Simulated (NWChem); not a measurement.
System: C5H5F; SMILES FC1=CCC=C1

The following NWChem deck was run.

```
start job
memory heap 200 mb stack 900 mb global 1100 mb
geometry units angstroms noautoz
  F      0.019646    -2.064338     0.000000
  C     -0.037257    -0.740915     0.000000
  C     -1.148683     0.019423     0.000000
  C     -0.703108     1.446320     0.000000
  C      0.793098     1.368257     0.000000
  C      1.172646     0.074527     0.000000
  H     -2.179722    -0.330047     0.000000
  H     -1.075462     2.001412     0.881517
  H     -1.075462     2.001412    -0.881517
  H      1.450118     2.238822     0.000000
  H      2.186176    -0.328188     0.000000
end
basis spherical
  F library 6-311g**
  C library 6-311g**
  H library 6-311g**
end
dft
  xc b3lyp
  iterations 150
  mulliken
end
task dft energy
```

Geometry: optimised at PBE0/def2-SVP.

Problem. Give the results of this calculation. (B3LYP/6-311G** (spherical d).) Quantities: basis functions; energy (Ha); highest occupied level (eV); orbital gap (eV); dipole (D).

Solution. 
```json
{
  "number_of_basis_functions": "138",
  "energy (Ha)": "-293.42",
  "highest occupied level (eV)": "-6.18",
  "orbital gap (eV)": "5.42",
  "dipole (D)": "1.80"
}
```
